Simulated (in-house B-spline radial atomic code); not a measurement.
## LDA VWN5 excitations of the selenium ion Se⁴⁺

Method: LDA VWN5. Computed with an all-electron radial atomic-structure program (B-spline basis): linear response of the closed shell [Ar] 3d10 4s2 with the functional's adiabatic kernel; scalar-relativistic (spin-free one-electron X2C), finite nucleus, no spin-orbit coupling, no double excitations, S, P, D and F terms only; shells from n = 2 respond. Only terms of natural parity with L up to 3 were computed.

Command:
```bash
python run_td.py task.json out
```
Settings (radii: box in bohr, nucleus in fm):
```
Z                        34
electrons                30
configuration            [Ar] 3d10 4s2
hamiltonian              x2c
method                   lda,vwn
box_radius               19.1
rms_radius               4.14
intervals                72
```

Cost of the run: 0.5 s on 1 thread of Intel(R) Xeon(R) 6975P-C (Granite Rapids), on a shared host.

The lowest states, in the order of their Tamm-Dancoff energies; the method's threshold (minus the highest occupied level) is 62.17 eV. Labels give the largest channel, * marks a mixed state, and oscillator strengths are full-response dipole values. Semilocal kernels can invert the small singlet-triplet splittings of Rydberg terms. Energies in eV:

```
     state  full response  Tamm-Dancoff  oscillator strength
4s → 4p 3P         12.183        12.277                    -
4s → 4p 1P         16.926        17.608                  1.6
4s → 4d 3D          31.72         31.75                    -
4s → 4d 1D              ?             ?                    -
4s → 5s 3S          35.99         36.00                    -
4s → 5s 1S          36.71         36.74                    -
4s → 5p 3P          40.58         40.58                    -
4s → 5p 1P          40.82         40.88               0.0405
4s → 4f 1F              ?             ?                    -
4s → 4f 3F          45.39         45.39                    -
```

(1) Where does 4s → 4f 1F lie?

(2) Where does 4s → 4d 1D lie?

(3) How large is the singlet-triplet splitting of 4s → 4p (P terms) in Tamm-Dancoff?

(4) What polarisabilities and dispersion coefficient does the method give?

Answers

(1) At 45.39 eV in full response, 45.39 eV in Tamm-Dancoff.

(2) At 32.93 eV in full response, 32.95 eV in Tamm-Dancoff.

(3) 5.33 eV, from the unrounded values.

(4) Dipole 4.63 bohr³, quadrupole 7.766 bohr⁵, C6 12.02 hartree·bohr⁶ for two such species.
